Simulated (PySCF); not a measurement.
**SnO, PBE0: how much the basis matters**

PySCF, UKS reference; singlet, unpaired electrons none; De to Sn + O without counterpoise correction.

```json
{"basis": "cc-pVDZ-PP/cc-pVDZ", "relativity": "scalar-relativistic core potentials", "functions": "37", "Re (Å)": "1.842", "ωe (cm⁻¹)": "855", "De (eV)": "4.96", "μ (D)": "-3.88"}
{"basis": "aug-cc-pVDZ-PP/aug-cc-pVDZ", "relativity": "scalar-relativistic core potentials", "functions": "55", "Re (Å)": "1.841", "ωe (cm⁻¹)": "846", "De (eV)": "5.18", "μ (D)": "-4.46"}
{"basis": "cc-pVTZ-PP/cc-pVTZ", "relativity": "scalar-relativistic core potentials", "functions": "69", "Re (Å)": "1.825", "ωe (cm⁻¹)": "870", "De (eV)": "5.26", "μ (D)": "-4.08"}
{"basis": "def2-TZVPP", "relativity": "scalar-relativistic core potentials", "functions": "81", "Re (Å)": "1.818", "ωe (cm⁻¹)": "873", "De (eV)": "5.34", "μ (D)": "-4.24"}
{"basis": "def2-TZVPPD", "relativity": "scalar-relativistic core potentials", "functions": "96", "Re (Å)": "1.818", "ωe (cm⁻¹)": "869", "De (eV)": "5.36", "μ (D)": "-4.36"}
```

**Question.** How does each smaller set differ from the one with most functions, def2-TZVPPD?

**Answer.** cc-pVDZ-PP/cc-pVDZ: +2.4 pm, -1.6 % in ωe, -0.40 eV in De; aug-cc-pVDZ-PP/aug-cc-pVDZ: +2.3 pm, -2.6 % in ωe, -0.18 eV in De; cc-pVTZ-PP/cc-pVTZ: +0.7 pm, +0.1 % in ωe, -0.10 eV in De; def2-TZVPP: +0.0 pm, +0.5 % in ωe, -0.02 eV in De. All at PBE0; the set with most functions is neither the basis-set limit nor always the best.

A positive dipole means Sn(−)O(+). These are scalar-relativistic numbers at best; spin–orbit coupling would shift them, the dissociation energy most.
